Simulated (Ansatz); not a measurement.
C2H5N, charge -1, doublet, geometry from GFN2-xTB (a state made from the parent by changing its charge; the spin is typed, not shown lowest) (a gas-phase anion, which may not be bound at this level). Base run: B3LYP/pcseg-1 (Ansatz, a program for electronic structure).

The Ansatz input:
Ansatz 0.2 input:
```yaml
crystal:
  periodic: [false, false, false]
  atoms:
    - {symbol: C, position_ang: [1.06928149, -0.35955971, 0.02087445]}
    - {symbol: N, position_ang: [-0.05456767, 0.36781163, 0.45848150]}
    - {symbol: C, position_ang: [-1.15607006, 0.24273579, -0.36293770]}
    - {symbol: H, position_ang: [1.58101274, 0.06926463, -0.88808148]}
    - {symbol: H, position_ang: [1.83344785, -0.37771953, 0.81756318]}
    - {symbol: H, position_ang: [0.86242092, -1.43185037, -0.25794743]}
    - {symbol: H, position_ang: [-1.28456639, -0.70105407, -0.94261144]}
    - {symbol: H, position_ang: [-2.08960997, 0.56762135, 0.11408616]}
basis:
  gaussian:
    orbitals: pcseg-1.json
hamiltonian:
  xc: b3lyp
total_charge: -1
magnetization: {spin_polarized: true, initial_magnetization: 1}
```
The basis file holds pcseg-1 in the JSON format of the Basis Set Exchange.

The bond that is stretched is that between atoms 6 and 1. A test that says stable can miss a lower solution.

Each row names what was changed in the base input (with any setting that the change needs).

```csv
change,ΔE vs base (eV),<S^2>,stability test says
base,0.00,0.753,minimum
spin_polarized = on; lower_state_search = off,0.00,0.753,undecided (no full test)
spin_polarized = on; lower_state_search = standard,0.00,0.753,minimum
bond × 1.25,0.51,0.753,minimum
spin_polarized = on; lower_state_search = off; bond × 1.25,0.51,0.753,undecided (no full test)
spin_polarized = on; lower_state_search = standard; bond × 1.25,0.51,0.753,minimum
bond × 1.5,1.21,0.757,minimum
spin_polarized = on; lower_state_search = off; bond × 1.5,1.21,0.757,undecided (no full test)
spin_polarized = on; lower_state_search = standard; bond × 1.5,1.21,0.757,minimum
bond × 1.8,1.75,0.777,minimum
spin_polarized = on; lower_state_search = off; bond × 1.8,1.75,0.777,undecided (no full test)
spin_polarized = on; lower_state_search = standard; bond × 1.8,1.75,0.777,minimum
bond × 2.2,2.12,0.794,minimum
spin_polarized = on; lower_state_search = off; bond × 2.2,2.12,0.794,undecided (no full test)
spin_polarized = on; lower_state_search = standard; bond × 2.2,2.12,0.794,minimum
bond × 3.0,2.39,0.773,minimum
spin_polarized = on; lower_state_search = off; bond × 3.0,2.39,0.773,undecided (no full test)
spin_polarized = on; lower_state_search = standard; bond × 3.0,2.39,0.773,minimum
```

A gas-phase anion may not be bound at this level; its values then depend on the basis.

On stretching, the SCF can end on different states; <S^2> shows the spin contamination of each.
